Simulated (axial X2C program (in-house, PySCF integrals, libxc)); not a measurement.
# Potential curves of HfF⁻, without spin–orbit coupling

Calculated with an in-house all-electron X2C program for linear molecules (integrals from PySCF). Spin-free means the one-electron spin-free X2C Hamiltonian. Basis: Hf dyall-acv3z [14s15p10d7f4g], F dyall-av3z [7s6p3d2f] (cores contracted in-house); Gaussian nuclei, density fitting, unrestricted open shells. Masses: Hf 179.947 u, F 18.998 u.

State: M_S = 1, Λ = 0 (beyond evenly filled blocks: δ+α, δ-α). Energies in eV from the fragments at the same level (Hf + F-). Fits are polynomials in 1 − R0/R over 0.85 to 1.23 times the lowest point R0.

```csv
R (Å),CCSD
1.7317,-2.9166
1.7888,-3.2756
1.8459,-3.4915
1.9030,-3.5983
1.9696,-3.6209
2.0362,-3.5647
2.1218,-3.4149
```

Correlated methods: 12 electrons correlated (number of frozen shells: Hf 5 s, 4 p, 2 d, 1 f; F 1 s), 332 virtual spin orbitals or spinors in MP2, 90 natural virtuals in coupled cluster.

One determinant describes the state; a PBE0 search over occupations chose it and may have missed a lower one. Dissociation energies refer to the lowest single-determinant-based atoms at the same level and basis. CCSD ran in a truncated set of natural virtual spinors with an MP2 remainder; without triples it tends to underbind. Other states lie close and PBE0, whose exact exchange favours high spin, may order them wrongly; the determinant shown need not be the ground state. The nearest other spin-free determinant of the search, M_S = 1, Λ = 3, lies 0.04 eV up at the distance of the search. The outer-core s and p shells of the metal are frozen in the correlated rows, which leaves out core–valence correlation; for alkali and alkaline-earth bonds that tends to lengthen them. The determinant is spin-polarised beyond a pure state at some levels (its spin-free form has ⟨S²⟩ too high), which makes Re and μ there less reliable. The T1 diagnostic is large, a sign of multireference character. With the outer-core shells frozen, correlated bond lengths of heavy atoms tend to come out a few hundredths of an ångström too long. With spin–orbit coupling the lowest determinant has another configuration, so this spin-free state is a model. Coupled cluster ran on the points near the minimum only. MP2 and coupled cluster on one determinant become unreliable at the stretched end.

Task: What are Re, ωe and De at the CCSD level?

Result: At CCSD, spin-free: Re = 1.952 Å, ωe ≈ 553 cm⁻¹, De = 3.62 eV to Hf + F-; Be follows as 0.257 cm⁻¹.
